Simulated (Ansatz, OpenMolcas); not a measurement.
## CH4BFOSi (SMILES O=CB[SiH2]F): the HOMO–LUMO gap, rung by rung

The species is CH4BFOSi (9 atoms), meant as a singlet with charge 0. As SMILES, `O=CB[SiH2]F`. Geometry: relaxed at PBE0-D4/def2-TZVP. This is one conformer, not always the lowest.

Each level gives the HOMO–LUMO gap (eV). The values are calculated.

| level | kind | program | value (eV) | CPU time |
| --- | --- | --- | --- | --- |
| HF/def2-SVP | Hartree–Fock | Ansatz | 13.78 | 4.7 s |
| SVWN5/def2-SVP | LDA | OpenMolcas | 3.68 | 26 s |
| BLYP/def2-SVP | GGA | OpenMolcas | 3.84 | 33 s |
| revPBE/def2-SVP | GGA | OpenMolcas | 3.84 | 34 s |
| TPSS/def2-SVP | meta-GGA | OpenMolcas | 4.09 | 42 s |
| B3LYP/def2-SVP | global hybrid | OpenMolcas | 5.87 | 32 s |
| M06-2X/def2-SVP | hybrid meta-GGA | OpenMolcas | 8.78 | 40 s |
| CAM-B3LYP/def2-SVP | range-separated hybrid | Ansatz | 9.03 | 14 s |

The values span 3.68 to 13.78 eV. Orbital gaps aren't excitation energies; they tend to grow with the share of exact exchange. CPU times are rough (shared hosts, several kinds of processor and program).
